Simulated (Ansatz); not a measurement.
Consider the redistribution: `[OH][Ga]([SH])[Cl]` + `C[N](C)[Zr]([NH2])([F])[O][SiH3]` → `[OH][Ga]([SH])[O][SiH3]` + `C[N](C)[Zr]([NH2])([F])[Cl]`.

Computed with Ansatz on PBE0-D4/def2-TZVP structures; ΔE is electronic, products minus reactants. CCSD(T)/CBS adds triple-zeta CCSD(T) − MP2 to the extrapolated MP2 energy (def2 sets, frozen cores). Functionals use def2-TZVPP. def2 core potentials past Kr. For Ga, Zr outer-core shells are correlated without core-valence functions, which leaves a few kJ/mol of doubt a bond. Scalar relativity is left out up to krypton. One conformer a species, not always the lowest.

Is it downhill or uphill in electronic energy at CCSD(T)/CBS, and by how much? (An estimate is asked.)

The calculation gave: Uphill: ΔE = +0.29 eV.

What do these levels give: PBE-D4, r2SCAN-D4, ωB97X-V, ωB97M-V, PBE, HF/def2-TZVPP, MP2/def2-TZVPP, CCSD(T)/def2-TZVPP, HF/def2-QZVPP, MP2/def2-QZVPP, SCS-MP2/def2-QZVPP, HF/CBS(def2)? (An estimate is asked.)

The calculation gave: PBE-D4 0.32, r2SCAN-D4 0.29, ωB97X-V 0.31, ωB97M-V 0.32, PBE 0.32, HF/def2-TZVPP 0.34, MP2/def2-TZVPP 0.26, CCSD(T)/def2-TZVPP 0.29, HF/def2-QZVPP 0.33, MP2/def2-QZVPP 0.26, SCS-MP2/def2-QZVPP 0.28, HF/CBS(def2) 0.33 eV.

Largest T1 diagnostic among the species: 0.016.

In def2-TZVPP, CCSD(T) changes the Hartree–Fock value by −0.05 eV (the triples alone add −0.02 eV) and MP2 by −0.07 eV.
